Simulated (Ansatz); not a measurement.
BCl2GeH5Si can be A, `[SiH3][GeH]([Cl])[BH]Cl`, or B, `[SiH3][GeH2][B](Cl)Cl`.

Gas-phase electronic energies from Ansatz, PBE0-D4/def2-TZVP geometries. CCSD(T)/CBS is the MP2 limit (def2-TZVPP, def2-QZVPP) plus CCSD(T) − MP2 in def2-TZVPP, frozen cores. DFT in def2-TZVPP. B3LYP here is the variant with VWN-RPA as its local correlation; programs differ in this. For Ge outer-core shells are correlated without core-valence functions, which leaves a few kJ/mol of doubt a bond. Scalar relativity is left out up to krypton. One conformer a species, not always the lowest.

Q: Which isomer does CCSD(T)/CBS put lower? Give the gap. (An estimate is asked.)

A: The calculation gave: B, by 5.0 kcal/mol.

Q: Give E(B) − E(A) in kcal/mol with B2PLYP, r2SCAN-D4, HF/def2-TZVPP, B3LYP, PBE-D4, ωB97M-V, CCSD/def2-TZVPP. (An estimate is asked.)

A: Computed: B2PLYP -4.5, r2SCAN-D4 -5.9, HF/def2-TZVPP -0.4, B3LYP -3.9, PBE-D4 -6.2, ωB97M-V -4.9, CCSD/def2-TZVPP -4.4. None reverses the order clearly.

Largest T1 diagnostic: 0.013.

From PBE to PBE0 (25 % exact exchange), in def2-TZVPP and without D4, E(B) − E(A) moves by +0.8 kcal/mol. In def2-TZVPP, CCSD(T) changes the Hartree–Fock value by −4.8 kcal/mol (the triples alone add −0.8 kcal/mol) and MP2 by −5.4 kcal/mol.
